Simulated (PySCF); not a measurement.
Au: ionisation energy

Au [Xe] 4f14 5d10 6s1 (2S) → Au⁺ [Xe] 4f14 5d10 (1S), as a difference of total energies. Calculation: PySCF 2.14, in aug-cc-pVDZ-PP with ECP60MDF; scalar relativity through the core potential. Correlated levels: valence: 5s2 5p6 frozen. The calculations carry no spin-orbit coupling.

| method | ionisation energy (eV) | error (eV) |
| --- | --- | --- |
| UHF | 7.680 | -1.546 |
| TPSS | 9.348 | +0.122 |
| M06-2X | 8.940 | -0.286 |
| MP2 (valence) | 9.094 | -0.132 |
| SCS-MP2 (valence) | 8.919 | -0.307 |

Reference: 9.226 eV (measured; NIST Atomic Spectra Database, ionization energies).

Errors of the correlated levels include the incompleteness of this basis and the frozen core.
